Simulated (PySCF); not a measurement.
Sb(Cl)2(Et) (C2H5Cl2Sb), SMILES [CH2](C)[Sb]([Cl])[Cl].

Coordinates come from a B3LYP-D3(BJ)/def2-SVP optimisation. The structure was generated by enumeration; whether it is a known compound was not checked. The def2 effective core potentials stand for the cores of Sb; spin–orbit coupling is left out. One conformer was computed; it need not be the lowest.

Calculation: IEF-PCM-M06-2X/def2-SVP (PySCF 2.14.0).

The values are the electrostatic part of the solvation free energy, E(continuum) − E(gas) at the gas-phase geometry, in a cavity of scaled van der Waals radii (PySCF's table); cavitation and dispersion terms are not included. A continuum can't describe solvent molecules that bind to the metal. In vacuum the orbital gap is 7.80 eV. The dipole moment in vacuum is 3.55 D.

Computed values in water (ε = 78.36), 2-propanol (ε = 19.26), dimethylsulfoxide (ε = 46.83):
```csv
solvent,ε,ΔG(elec) (kcal/mol),dipole (D),gap (eV)
water,78.36,-5.7,4.92,7.88
2-propanol,19.26,-5.3,4.82,7.87
dimethylsulfoxide,46.83,-5.6,4.90,7.88
```
